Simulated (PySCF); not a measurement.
**Nuclear quadrupole coupling in `CC/C(=C\[SiH3])[Si@@H](C)O`**

Compound: C5H14OSi2.
Cartesian coordinates in Å at the PBE0-D3(BJ)/def2-SVP level; atoms count from 1:
```
atom  x, y, z in Å
C1    -0.8621   -2.1939   -0.3233
C2    -1.2271   -0.8934    0.3878
C3    -0.1932    0.1850    0.2055
C4    -0.4440    1.3288   -0.4637
Si5   -2.0700    1.8023   -1.2784
Si6    1.5461   -0.0874    0.9035
C7     2.6831   -0.6867   -0.4601
O8     2.1280    1.3134    1.6036
H9    -1.6361   -2.9603   -0.1681
H10    0.0880   -2.6082    0.0514
H11   -0.7524   -2.0326   -1.4067
H12   -1.3400   -1.0948    1.4682
H13   -2.2158   -0.5467    0.0388
H14    0.3667    2.0683   -0.5567
H15   -3.1777    1.9516   -0.2828
H16   -1.8906    3.1097   -1.9802
H17   -2.5006    0.7822   -2.2860
H18    1.4866   -1.0803    2.0150
H19    2.3662   -1.6750   -0.8290
H20    3.7214   -0.7677   -0.1027
H21    2.6625    0.0077   -1.3153
H22    2.1132    2.1105    1.0672
```

Field gradients from the PBE0/pcSseg-1 density (PySCF, non-relativistic), principal values in atomic units, ordered |Vxx| ≤ |Vyy| ≤ |Vzz|:

```json
{"atom": "O8", "Vxx": "-0.2740", "Vyy": "-1.2455", "Vzz": "1.5195"}
```

Q: Find the asymmetry η = (Vxx − Vyy)/Vzz and the couplings χ = eQV/h (234.96 MHz × Q in barn × V in au), with Q(17O) = −0.0256 b.

A: 
| atom | environment | nucleus | η | χzz (MHz) | χxx (MHz) | χyy (MHz) |
| --- | --- | --- | --- | --- | --- | --- |
| O8 | silanol oxygen | 17O | 0.64 | -9.14 | 1.65 | 7.49 |

Q: What is Vzz at O8 in SI units (1 au = 9.71736 × 10²¹ V/m²)?

A: 1.5195 au = 14.765 × 10²¹ V/m².

Q: And the gradient at the other heavy atoms, for which no coupling is worked out here?

A: 
```csv
atom,environment,Vzz (au),η
C1,methyl carbon,0.065,0.31
C2,allylic carbon,-0.058,0.43
C3,fully substituted alkene carbon,0.425,0.36
C4,alkene CH carbon,0.274,0.50
Si5,SiH3 silicon,0.031,0.75
Si6,oxygen-bound silicon,0.426,0.37
C7,Si-methyl carbon,-0.091,0.20
```

Q: What couplings would deuterons (Q(2H) = 0.00286 b) have in place of the hydrogens, at this geometry?

A: 
```json
{"atom": "H9", "bonded to": "C1", "bond length (Å)": "1.100", "Vzz (au)": "0.2930", "η": "0.02", "χzz (kHz)": "197"}
{"atom": "H10", "bonded to": "C1", "bond length (Å)": "1.102", "Vzz (au)": "0.2888", "η": "0.04", "χzz (kHz)": "194"}
{"atom": "H11", "bonded to": "C1", "bond length (Å)": "1.101", "Vzz (au)": "0.2901", "η": "0.02", "χzz (kHz)": "195"}
{"atom": "H12", "bonded to": "C2", "bond length (Å)": "1.105", "Vzz (au)": "0.2812", "η": "0.02", "χzz (kHz)": "189"}
{"atom": "H13", "bonded to": "C2", "bond length (Å)": "1.104", "Vzz (au)": "0.2813", "η": "0.06", "χzz (kHz)": "189"}
{"atom": "H14", "bonded to": "C4", "bond length (Å)": "1.101", "Vzz (au)": "0.2975", "η": "0.08", "χzz (kHz)": "200"}
{"atom": "H15", "bonded to": "Si5", "bond length (Å)": "1.497", "Vzz (au)": "0.1397", "η": "0.01", "χzz (kHz)": "94"}
{"atom": "H16", "bonded to": "Si5", "bond length (Å)": "1.495", "Vzz (au)": "0.1403", "η": "0.02", "χzz (kHz)": "94"}
{"atom": "H17", "bonded to": "Si5", "bond length (Å)": "1.497", "Vzz (au)": "0.1397", "η": "0.02", "χzz (kHz)": "94"}
{"atom": "H18", "bonded to": "Si6", "bond length (Å)": "1.492", "Vzz (au)": "0.1401", "η": "0.02", "χzz (kHz)": "94"}
{"atom": "H19", "bonded to": "C7", "bond length (Å)": "1.101", "Vzz (au)": "0.2978", "η": "0.01", "χzz (kHz)": "200"}
{"atom": "H20", "bonded to": "C7", "bond length (Å)": "1.101", "Vzz (au)": "0.2979", "η": "0.02", "χzz (kHz)": "200"}
{"atom": "H21", "bonded to": "C7", "bond length (Å)": "1.102", "Vzz (au)": "0.2972", "η": "0.01", "χzz (kHz)": "200"}
{"atom": "H22", "bonded to": "O8", "bond length (Å)": "0.961", "Vzz (au)": "0.4894", "η": "0.07", "χzz (kHz)": "329"}
```

One conformer (not necessarily the lowest) at the PBE0-D3(BJ)/def2-SVP geometry, without solvent, vibrations or thermal averaging. With so small a basis the couplings can be 20 % off.

These values come from a run that also computed NMR shieldings. Hardware: Intel Xeon 6975P-C, one thread, shared host with 192 logical CPUs at a one-minute load of 90. Cost: 38 s of wall time, 1.1 GiB resident at most.
